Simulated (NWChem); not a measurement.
# GeSiH4S, singlet; SMILES [SiH3][Ge][SH]

```xyz
7

Ge    -0.8463    -0.1792     0.0000
S      0.9647    -1.5072     0.0000
H      0.2994    -2.7033     0.0000
Si     0.6186     1.8319     0.0000
H      2.1024     1.5591     0.0000
H      0.2915     2.6740     1.2112
H      0.2915     2.6740    -1.2112
```
Atoms are numbered in this order, from 1.

Computed with NWChem. Pople sets run with spherical d functions. Low-valent species are run as closed-shell singlets; no triplet was tried in these runs. Structure relaxed at the PBE-D3(BJ)/def2-SVP level.

Q: Taking Hartree-Fock/6-311G** as the yardstick, which of these has the fewest basis functions while keeping “highest occupied level (eV)” within 0.2 eV of it: Hartree-Fock/STO-3G; Hartree-Fock/6-31G*; Hartree-Fock/3-21G?

A: Hartree-Fock/3-21G.
```csv
level,basis functions,highest occupied level (eV)
Hartree-Fock/STO-3G,40,-5.69
Hartree-Fock/3-21G,56,-8.82
Hartree-Fock/6-31G*,76,-8.78
Hartree-Fock/6-311G**,120,-8.79
```

The yardstick is one finite set, not the basis-set limit.
